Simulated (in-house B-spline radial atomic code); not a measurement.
Configurations of Mg8+, with energies counted from [He] 2s2. Method: Dirac-Hartree-Fock, average of configuration, Fermi nucleus of rms radius 3.057 fm. Calculated with a B-spline radial code for spherical atoms. Energies include first-order Breit, QED and recoil terms.

```json
{"configuration": "[He] 2s1 2p1", "E - E(ref) (eV)": "18.375", "highest orbital": "2p3/2", "its <r> (bohr)": "0.5038"}
{"configuration": "[He] 2s1 3p1", "E - E(ref) (eV)": "194.82", "highest orbital": "3p3/2", "its <r> (bohr)": "1.316"}
{"configuration": "[He] 2s1 3d1", "E - E(ref) (eV)": "199.47", "highest orbital": "3d5/2", "its <r> (bohr)": "1.139"}
{"configuration": "[He] 2s1 5f1", "E - E(ref) (eV)": "279.77", "highest orbital": "5f7/2", "its <r> (bohr)": "3.493"}
{"configuration": "[He] 2s1 6p1", "E - E(ref) (eV)": "292.53", "highest orbital": "6p3/2", "its <r> (bohr)": "5.744"}
{"configuration": "[He] 2s1 6f1", "E - E(ref) (eV)": "293.26", "highest orbital": "6f7/2", "its <r> (bohr)": "5.324"}
{"configuration": "[He] 2s1 6g1", "E - E(ref) (eV)": "293.3", "highest orbital": "6g9/2", "its <r> (bohr)": "4.888"}
```

Q: Order these further configurations by energy, lowest first.
A. [He] 2s1 5p1
B. [He] 2s1 6d1
C. [He] 2s1 4p1
D. [He] 2s1 4d1
E. [He] 2s1 5d1

A: C (252.36 eV), D (254.18 eV), A (278.49 eV), E (279.39 eV), B (293.04 eV).

Q: How far above the reference does [He] 2s1 5g1 lie?

A: 279.83 eV; its least bound orbital is 5g9/2 with <r> = 3.055 bohr.

Q: How far above the reference does [He] 2s1 4f1 lie?

A: 254.95 eV; its least bound orbital is 4f7/2 with <r> = 1.995 bohr.
